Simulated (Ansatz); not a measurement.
CH5ClNSc, SMILES `[CH3][Sc]([NH2])[Cl]`. Charge 0, multiplicity 1. The geometry is a stationary point of PBE0-D4/def2-TZVP. It is one conformer, not always the lowest.

```xyz
9

C     1.334    0.764   -0.509
Sc   -0.400   -0.545   -0.433
N    -1.437   -0.473    1.227
Cl   -0.976   -1.920   -2.215
H     1.989    0.555   -1.363
H     1.944    0.683    0.401
H     1.032    1.818   -0.587
H    -2.273   -0.996    1.456
H    -1.214    0.114    2.023
```

Task: What is the dipole moment at ωB97M-V/def2-TZVPP? (Best estimate.)

Result: Computed: 2.72 D, with components (-0.32, 1.03, 2.49) D in this frame, pointing from negative to positive charge.

Task: And with PBE, r2SCAN, B3LYP? (Best estimate.)

Result: Ansatz gave: PBE 2.76 D, r2SCAN 2.80 D, B3LYP 2.75 D.

Task: Give the Mulliken charges with ωB97M-V, r2SCAN, B3LYP in def2-TZVPP. (Estimate.)

Result: Computed: 
| atom | ωB97M-V | r2SCAN | B3LYP |
| --- | --- | --- | --- |
| C1 | -0.59 | -0.47 | -0.56 |
| Sc2 | 0.67 | 0.78 | 0.77 |
| N3 | -0.37 | -0.49 | -0.44 |
| Cl4 | -0.27 | -0.32 | -0.31 |
| H5 | 0.12 | 0.07 | 0.10 |
| H6 | 0.11 | 0.07 | 0.09 |
| H7 | 0.12 | 0.07 | 0.09 |
| H8 | 0.11 | 0.15 | 0.14 |
| H9 | 0.11 | 0.15 | 0.13 |

B3LYP here is the variant with VWN-RPA as its local correlation; programs differ in this.
